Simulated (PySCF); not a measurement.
[(F)2Al]2NH.
Bonds: Al1–F2, Al1–F3, Al1–N4, N4–Al5, Al5–F6, Al5–F7. Hydrogens: H8 on N4.

Computed by this run: PBE0-D3(BJ)/def2-SVP geometry optimisation, gas phase (PySCF); density fitting, grid level 1; the optimiser is geomeTRIC in internal coordinates, started from a GFN2-xTB structure with every atom displaced at random (about 0.03 Å).

Step 0: E = -25544.9855 eV
```
atom  x, y, z in Å  |  force x, y, z in eV/Å
Al1     0.4770   -0.7845   -1.4081   -7.032   5.110  -2.290
F2     -0.1296   -0.7093   -2.9806    0.406  -0.178   0.848
F3      1.6695   -1.6099   -1.0589    6.239  -4.389   1.815
N4     -0.3719    0.2692   -0.2159   -1.305   0.217  -1.181
Al5    -0.1753    0.5470    1.5003    0.052   0.197  -0.042
F6      1.1384   -0.0108    2.2954    0.529  -0.307   0.304
F7     -1.2216    1.4642    2.3713   -0.387   0.189   0.131
H8     -1.2483    0.7486   -0.5873    1.497  -0.841   0.417
```

Step 1: E = -25545.5655 eV
```
atom  x, y, z in Å  |  force x, y, z in eV/Å
Al1     0.4505   -0.7333   -1.4157   -1.900   1.330  -0.677
F2     -0.1581   -0.7331   -2.9615    0.129  -0.048   0.180
F3      1.7074   -1.6467   -1.0639    1.687  -1.207   0.497
N4     -0.3784    0.2910   -0.2285    0.083  -0.121   0.059
Al5    -0.1579    0.5774    1.4979    0.061  -0.044   0.116
F6      1.1432   -0.0284    2.3106    0.089  -0.018  -0.008
F7     -1.2565    1.4438    2.3750   -0.086   0.055  -0.041
H8     -1.2120    0.7435   -0.5978   -0.063   0.051  -0.127
```

Q: Estimate the geometry and energy of step 2. (The exact step hangs on the optimiser's Hessian estimate; all steps are aligned on step 1, rigid shifts and turns removed.)

A: E = -25545.6245 eV, largest force 0.677 eV/Å
```
atom  x, y, z in Å  |  force x, y, z in eV/Å
Al1     0.4317   -0.7236   -1.4128   -0.518   0.380  -0.212
F2     -0.1376   -0.7330   -2.9647    0.022  -0.033  -0.034
F3      1.7172   -1.6570   -1.0411    0.489  -0.347   0.187
N4     -0.3989    0.2923   -0.2275   -0.047  -0.024   0.088
Al5    -0.1605    0.5661    1.5024    0.067   0.023   0.067
F6      1.1644   -0.0309    2.2882   -0.025   0.013  -0.039
F7     -1.2534    1.4437    2.3796   -0.024  -0.009  -0.047
H8     -1.2248    0.7567   -0.6078    0.035  -0.003  -0.009
```

The energy changes by -0.0590 eV. The first-order estimate −F·Δx gives -0.0924 eV and the mean of the old and new forces, exact on a quadratic surface, -0.0594 eV. The step makes an angle of 62° with the force vector and moves no atom by more than 0.031 Å.

The cost below is that of the whole optimisation. Hardware: one thread, Arm Neoverse V1 (aarch64), on a shared host. Cost: 51 s wall, 0.42 GiB resident at most.
